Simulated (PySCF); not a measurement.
BiP: from constants to spectrum

RHF-CCSD(T) constants of BiP, ¹Σ⁺ (singlet), closed shell (Bi cc-pVDZ-PP with ECP60, P cc-pV(D+d)Z; scalar-relativistic core potentials (PySCF 2.14); masses 208.9804 and 30.9738 u):

```
ωe              : 426.5 cm⁻¹
ωexe            : 1.47 cm⁻¹
Be              : 0.11469 cm⁻¹
αe              : 0.000457 cm⁻¹
D (centrifugal) : 3.32e-08 cm⁻¹
De to Bi + P    : 2.34 eV
```

Problem. Give the vibrational terms G(v) and spacings up to v = 6.

Solution. G(v) = ωe(v+½) − ωexe(v+½)².

```csv
v,G(v) (cm⁻¹),G(v) − G(v−1),Bv (cm⁻¹)
0,212.9,,0.1145
1,636.4,423.6,0.1140
2,1057.1,420.6,0.1135
3,1474.7,417.7,0.1131
4,1889.5,414.7,0.1126
5,2301.3,411.8,0.1122
6,2710.1,408.9,0.1117
```

Problem. How well does the Morse estimate ωe²/(4ωexe) reproduce De, and what is D0?

Solution. It gives 3.84 eV, 164 % of the computed De. D0 = De − G(0) = 2.34 − 0.03 = 2.31 eV.

Correlated steps freeze 9 core orbitals. Correlated levels converge slowly with the basis: in double zeta they bind strong bonds too weakly, by up to about 1 eV, and carry superposition errors of some tenths. These are scalar-relativistic numbers at best; spin–orbit coupling would shift them, the dissociation energy most. Where the molecule has an RHF reference, its open-shell atoms are computed with UHF.
